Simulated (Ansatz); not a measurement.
Relaxation of C2H6Si2 (10 atoms, charge 0, multiplicity 1), to a largest force component of 0.015 eV/Å in at most 40 steps.

These are results of RKS revPBE-D4/6-31G* in Ansatz 0.2.0, not measurements.

```xyz
10
Properties=species:S:1:pos:R:3:forces:R:3
C -0.897 2.072 -1.019 0.37 0.07 0.24
Si 0.222 0.886 0.028 -0.61 -0.57 -0.41
Si 1.506 -0.369 1.252 0.37 0.64 0.15
C 0.740 -2.128 0.902 -0.51 0.05 -0.26
H -0.829 1.899 -2.096 0.29 -0.22 -0.27
H -1.955 2.016 -0.748 -0.23 -0.16 0.37
H -0.574 3.100 -0.838 0.13 0.50 0.07
H -0.327 -2.113 1.118 -0.41 -0.09 0.12
H 0.856 -2.432 -0.136 0.16 -0.11 -0.42
H 1.185 -2.898 1.530 0.45 -0.11 0.40
```

Q: Where does it end, and by what steps?

A: The forces met the threshold. The force dipped under the threshold on the way, but the program's further checks kept it going. After 18 steps the energy has fallen by 0.532 eV; Si2 moved furthest, 1.21 Å.

```csv
step,energy less start (eV),largest force component (eV/Å),accepted
0,0.0000,0.637,yes
1,-0.1549,0.477,yes
2,-0.2478,0.410,yes
3,-0.3382,0.470,yes
4,-0.4151,0.563,yes
5,-0.4821,0.334,yes
6,-0.5107,0.124,yes
7,-0.5237,0.118,yes
8,-0.5287,0.084,yes
9,-0.5301,0.079,yes
10,-0.5309,0.008,yes
11,-0.5310,0.047,yes
12,-0.5311,0.016,yes
13,-0.5312,0.031,yes
14,-0.5314,0.015,yes
15,-0.5315,0.060,yes
16,-0.5317,0.024,yes
17,-0.5318,0.002,yes
18,-0.5320,0.010,yes
```

```xyz
10
Properties=species:S:1:pos:R:3
C -0.917 2.337 -1.039
Si -0.841 0.523 -0.413
Si 0.818 -0.501 0.455
C 0.905 -2.335 1.025
H -0.892 2.378 -2.141
H -1.840 2.824 -0.683
H -0.052 2.893 -0.639
H -0.119 -2.728 1.135
H 1.451 -2.952 0.291
H 1.413 -2.406 2.001
```

Run time: 51 s on 1 thread of Arm Neoverse V2, with other jobs on the host, peak memory 0.26 GiB.
